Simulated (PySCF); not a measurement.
Potential energy curve for SiH, doublet. Each curve is given relative to its own lowest point near equilibrium.

| R / Å | A | B | C | D |
|---|---|---|---|---|
| 1.23 | 1.380 | 1.309 | 1.232 | 1.369 |
| 1.30 | 0.798 | 0.733 | 0.670 | 0.785 |
| 1.37 | 0.412 | 0.358 | 0.310 | 0.400 |
| 1.45 | 0.150 | 0.112 | 0.083 | 0.141 |
| 1.48 | 0.090 | 0.059 | 0.038 | 0.083 |
| 1.53 | 0.027 | 0.009 | 0.000 | 0.022 |
| 1.59 | 0.000 | 0.000 | 0.007 | 0.000 |
| 1.61 | 0.001 | 0.007 | 0.019 | 0.003 |
| 1.67 | 0.028 | 0.055 | 0.083 | 0.035 |
| 1.79 | 0.159 | 0.235 | 0.293 | 0.179 |
| 1.91 | 0.354 | 0.493 | 0.569 | 0.387 |
| 2.07 | 0.656 | 0.958 | 0.947 | 0.705 |
| 2.31 | 1.114 | 1.547 | 1.334 | 1.187 |

Energies in eV.

Task: Match the curves with the methods CASSCF(5,5)/6-31G (PySCF); CCSD on UHF/6-31G, 5 core orbitals frozen run with PySCF; PySCF with UHF/6-31G; MP2 on UHF/6-31G, 5 core orbitals frozen in PySCF.

Result: A is CASSCF(5,5); B is UMP2; C is UHF; D is UCCSD.

The scan ran from 1.23 to 6.10 Å; beyond the distances shown one of the unrestricted levels run for this scan, shown here or not, changes its spin distribution in one step. The unrestricted determinant behind UHF, UMP2, UCCSD is spin-contaminated at 2.07 to 2.31 Å (<S²> up to 1.3, against 0.75 for a pure doublet).
